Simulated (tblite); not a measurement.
Compound: C₆H₉GaO₂.
Bonds: C1–O2 (double), O2–Ga3, Ga3–O4, O4–C5, C5–C6, C6–C7, C7–C8, C5–C9 (double), C1–C9, C6–C8. Hydrogens: H10 on C1; H11, H12 on Ga3; H13 on C6; H14, H15 on C7; H16, H17 on C8; H18 on C9.
Bond orders are those of one Lewis drawing.

Computed with GFN2-xTB (tblite), gas phase: L-BFGS steps from a force-field or distance-geometry start until the largest atomic force falls under 0.01 eV/Å.

Step 6: E = -728.9035 eV
```
atom  x, y, z in Å  |  force x, y, z in eV/Å
C1      1.9745    1.4597   -0.5230   -0.221  -0.110  -0.081
O2      2.8729    0.6899   -0.0639   -0.033  -0.063   0.016
Ga3     2.6285   -1.1010    0.6240   -0.212   0.101  -0.138
O4      0.7556   -1.0844    0.0450    0.024   0.273  -0.095
C5      0.0812   -0.0957   -0.4102    0.336  -0.222   0.308
C6     -1.3889   -0.2848   -0.5971   -0.068  -0.070   0.073
C7     -2.1641   -1.0074    0.4597   -0.052  -0.080   0.103
C8     -2.3277    0.4698    0.2949   -0.102   0.073   0.157
C9      0.6335    1.1564   -0.6932    0.050   0.061  -0.080
H10     2.3038    2.4629   -0.8235    0.042   0.023   0.052
H11     3.4372   -2.0667   -0.2236    0.061  -0.122  -0.143
H12     2.6733   -1.0353    2.1429   -0.032   0.004   0.226
H13    -1.7063   -0.4227   -1.6168    0.079  -0.003  -0.262
H14    -2.9825   -1.6503    0.1737    0.055  -0.018  -0.060
H15    -1.6158   -1.3577    1.3189    0.041  -0.061   0.046
H16    -3.2586    0.8400   -0.1040    0.020   0.033  -0.125
H17    -1.8989    1.1123    1.0439    0.062   0.084   0.101
H18    -0.0263    1.9212   -1.0592   -0.052   0.098  -0.098
```

Step 7: E = -728.9152 eV
```
atom  x, y, z in Å  |  force x, y, z in eV/Å
C1      1.9715    1.4565   -0.5250   -0.267   0.002  -0.121
O2      2.8637    0.6814   -0.0636    0.016  -0.006   0.006
Ga3     2.6273   -1.1048    0.6255   -0.139   0.069  -0.106
O4      0.7631   -1.0790    0.0438    0.065   0.100  -0.006
C5      0.0865   -0.0962   -0.4046    0.086   0.054   0.108
C6     -1.3874   -0.2843   -0.5933   -0.041  -0.097   0.074
C7     -2.1635   -1.0110    0.4612   -0.075   0.033   0.102
C8     -2.3286    0.4721    0.2973   -0.060  -0.037   0.144
C9      0.6300    1.1598   -0.7010    0.074  -0.007  -0.006
H10     2.2989    2.4640   -0.8222    0.080  -0.049   0.075
H11     3.4377   -2.0704   -0.2317    0.021  -0.077  -0.081
H12     2.6697   -1.0335    2.1505   -0.025  -0.013   0.142
H13    -1.6934   -0.4209   -1.6201    0.068   0.008  -0.147
H14    -2.9806   -1.6592    0.1771    0.075   0.051  -0.076
H15    -1.6167   -1.3698    1.3210    0.021   0.019  -0.010
H16    -3.2564    0.8504   -0.1067    0.060  -0.044  -0.099
H17    -1.9017    1.1213    1.0449    0.053   0.000   0.066
H18    -0.0290    1.9299   -1.0648   -0.011  -0.005  -0.065
```

Step 8: E = -728.9204 eV
```
atom  x, y, z in Å  |  force x, y, z in eV/Å
C1      1.9668    1.4553   -0.5279    0.015   0.002  -0.041
O2      2.8603    0.6780   -0.0634   -0.079   0.099  -0.057
Ga3     2.6238   -1.1042    0.6237   -0.048   0.020  -0.043
O4      0.7685   -1.0764    0.0438   -0.001   0.098   0.000
C5      0.0888   -0.0949   -0.4003   -0.028   0.033   0.030
C6     -1.3876   -0.2857   -0.5910    0.001  -0.062   0.032
C7     -2.1644   -1.0119    0.4636   -0.055   0.048   0.087
C8     -2.3299    0.4724    0.3008   -0.020  -0.050   0.094
C9      0.6294    1.1611   -0.7043   -0.085   0.000  -0.016
H10     2.2985    2.4635   -0.8203    0.070  -0.073   0.069
H11     3.4384   -2.0735   -0.2364   -0.019  -0.032  -0.032
H12     2.6678   -1.0331    2.1564   -0.026  -0.024   0.051
H13    -1.6874   -0.4201   -1.6242    0.082   0.021  -0.005
H14    -2.9790   -1.6619    0.1766    0.062   0.061  -0.068
H15    -1.6162   -1.3741    1.3223    0.002   0.043  -0.030
H16    -3.2549    0.8535   -0.1099    0.083  -0.069  -0.061
H17    -1.9014    1.1249    1.0472    0.025  -0.048   0.029
H18    -0.0304    1.9333   -1.0682    0.020  -0.066  -0.041
```

Question: Estimate the geometry and energy of step 9. (The exact step hangs on the optimiser's Hessian estimate; all steps are aligned on step 8, rigid shifts and turns removed.)

Answer: E = -728.9230 eV, largest force 0.168 eV/Å
```
atom  x, y, z in Å  |  force x, y, z in eV/Å
C1      1.9652    1.4548   -0.5297    0.005   0.032  -0.032
O2      2.8580    0.6788   -0.0644   -0.037   0.051  -0.036
Ga3     2.6209   -1.1028    0.6216    0.006  -0.013   0.005
O4      0.7704   -1.0734    0.0438    0.027   0.008   0.044
C5      0.0894   -0.0944   -0.3975   -0.126   0.100  -0.049
C6     -1.3880   -0.2875   -0.5897    0.012  -0.017   0.035
C7     -2.1658   -1.0113    0.4662   -0.019   0.038   0.037
C8     -2.3309    0.4717    0.3042    0.023  -0.044   0.030
C9      0.6278    1.1615   -0.7056   -0.066  -0.010  -0.005
H10     2.3002    2.4620   -0.8183    0.056  -0.041   0.044
H11     3.4385   -2.0755   -0.2387   -0.044  -0.004  -0.007
H12     2.6668   -1.0336    2.1598   -0.027  -0.027  -0.009
H13    -1.6842   -0.4195   -1.6264    0.083   0.024   0.071
H14    -2.9774   -1.6613    0.1745    0.028   0.039  -0.054
H15    -1.6156   -1.3744    1.3225    0.002   0.032  -0.008
H16    -3.2531    0.8528   -0.1126    0.072  -0.061  -0.038
H17    -1.9003    1.1252    1.0490    0.008  -0.055   0.018
H18    -0.0307    1.9332   -1.0703   -0.002  -0.051  -0.047
```

The energy changes by -0.0026 eV. The first-order estimate −F·Δx gives -0.0038 eV and the mean of the old and new forces, exact on a quadratic surface, -0.0026 eV. The step makes an angle of 37° with the force vector and moves no atom by more than 0.004 Å.

The cost below is that of the whole relaxation. Time: 1.5 s wall. Hardware: one thread of an Arm Neoverse N1, no GPU, shared host.
